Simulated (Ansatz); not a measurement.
One geometry of Ag₃Te₄⁺, several levels of theory.

```yaml
crystal:
  periodic: [false, false, false]
  atoms:
    - {symbol: Ag, position_ang: [1.059899, 1.097131, -1.796743]}
    - {symbol: Ag, position_ang: [-0.226959, -1.606392, -1.044881]}
    - {symbol: Ag, position_ang: [-1.046471, -0.985727, 1.871400]}
    - {symbol: Te, position_ang: [-0.841661, 1.984240, 0.116032]}
    - {symbol: Te, position_ang: [-2.503817, -0.272993, -0.359027]}
    - {symbol: Te, position_ang: [1.222565, 0.705179, 1.631367]}
    - {symbol: Te, position_ang: [2.336444, -0.921439, -0.418148]}
basis:
  gaussian: {orbitals: def2-TZVP, initial_orbitals: start.molden}
total_charge: 1
correlation: {method: mp2}
scf: {omitted_lower_state_checks: [starts]}
output: {orbitals: {seedname: orbitals}}
```

The file start.molden holds the orbitals of an earlier run on this structure, at another level or in another basis.

```sh
$ ansatz run in.yaml --threads 4 --pin off --events-out ev --progress --plain --max-ram 4787MiB
```

Output, abridged:

```
Functional definition: HF
3090 factors; integrals over basis functions are off by at most 4.1e-4 eV
mean field evaluation 1: about -40987.2976 eV, gradient 2.7e1 eV
mean field evaluation 2: about -40989.4207 eV, gradient 2.0e0 eV
mean field evaluation 4: about -40990.7206 eV, gradient 3.1e0 eV
mean field evaluation 8: about -40990.7674 eV, gradient 1.7e-3 eV
mean field -40990.76735663 eV, -1506.3829158162 hartree, gradient 2.5e-6 eV, S^2 0.000000; 0 other end points of the search recorded, 0 dependent functions left out
16 core orbitals not correlated: weight in the atoms' cores, before any rotation towards them, 1.000 or more for the frozen orbitals, at most 0.000 for the correlated occupied ones
reference -40990.76735663 eV, -1506.3829158162 hartree; 60, 60 occupied and 244, 244 virtual orbitals, 3090 factors
second order -89.69581745 eV of doubles, -0.00000000 eV of singles
Total energy: -41080.46317408 eV, -1509.6791763093 hartree
Checks for a lower state left out: starts
```

It took 34 s on 4 threads of Arm Neoverse V1 on a shared host, peak host memory 1.9 GiB.

As the first input, with `gaussian: {orbitals: def2-SVP, initial_orbitals: start.molden}`, `hamiltonian: {xc: pbe0, dispersion: d4}` and without the key `correlation` (abridged; 11 s):

```
Functional definition: PBE0
mean field -41170.43061178 eV, -1512.9854186626 hartree, gradient 3.4e-5 eV, S^2 0.000000
Total energy: -41171.20858621 eV, -1513.0140086956 hartree
Checks for a lower state left out: starts
```

As the first input, with `hamiltonian: {xc: hse06, dispersion: d4}` and without the key `correlation` (abridged; 23 s):

```
Functional definition: HSE06
the host lacks memory for fits, so the integrals are decomposed
mean field -41174.42606788 eV, -1513.1322489662 hartree, gradient 2.3e-5 eV, S^2 0.000000
Total energy: -41175.18973605 eV, -1513.1603132540 hartree
Checks for a lower state left out: starts
```

First input, but with `hamiltonian: {xc: pbe, dispersion: d4}`, `output: {forces: true, orbitals: {seedname: orbitals}}` and without the key `correlation` (abridged; 12 s):

```
Functional definition: PBE
mean field -41174.46289274 eV, -1513.1336022550 hartree, gradient 1.1e-5 eV, S^2 0.000000
Total energy: -41175.35132116 eV, -1513.1662513970 hartree
Atom 0 force    -0.039917    -0.061698     0.146481 eV/Å
Atom 1 force     0.014685     0.103793     0.068712 eV/Å
Atom 2 force     0.046889     0.100283    -0.125371 eV/Å
Atom 3 force     0.078958    -0.252415    -0.003954 eV/Å
Atom 4 force     0.218599     0.060890     0.074118 eV/Å
Atom 5 force    -0.123763    -0.085549    -0.215299 eV/Å
Atom 6 force    -0.195451     0.134695     0.055314 eV/Å
Dipole moment:     0.008240     0.062919     0.042142 e Å
Checks for a lower state left out: starts
```

First input, but with `hamiltonian: {xc: {name: BLYP}, dispersion: d4}` and without the key `correlation` (abridged; 13 s):

```
Functional definition: BLYP
mean field -41165.12341969 eV, -1512.7903829509 hartree, gradient 9.8e-6 eV, S^2 0.000000
Total energy: -41166.90919497 eV, -1512.8560089819 hartree
Checks for a lower state left out: starts
```

As the first input, with `hamiltonian: {xc: pbe0, dispersion: d4}` and without the key `correlation` (abridged; 28 s):

```
Functional definition: PBE0
mean field -41174.63895299 eV, -1513.1400723496 hartree, gradient 1.6e-5 eV, S^2 0.000000
Total energy: -41175.41692575 eV, -1513.1686623211 hartree
Checks for a lower state left out: starts
```

The first input with `gaussian: {orbitals: def2-SVP, initial_orbitals: start.molden}`, `hamiltonian: {xc: pbe, dispersion: d4}` and without the key `correlation` (abridged; 5.5 s):

```
Functional definition: PBE
mean field -41170.07960702 eV, -1512.9725194756 hartree, gradient 4.4e-5 eV, S^2 0.000000
Total energy: -41170.96803590 eV, -1513.0051686350 hartree
Checks for a lower state left out: starts
```

Geometry: PBE-D4/def2-SVP.

In the def2 sets Ag, Te take a core potential; there is no spin–orbit coupling. HSE06 is defined as in plane-wave codes, on full-range PBE exchange. Correlated methods freeze 16 core orbitals; core or outer-core shells of Ag, Te are correlated, in sets that lack core-valence functions. The structure comes from a short search, and lower isomers may exist.
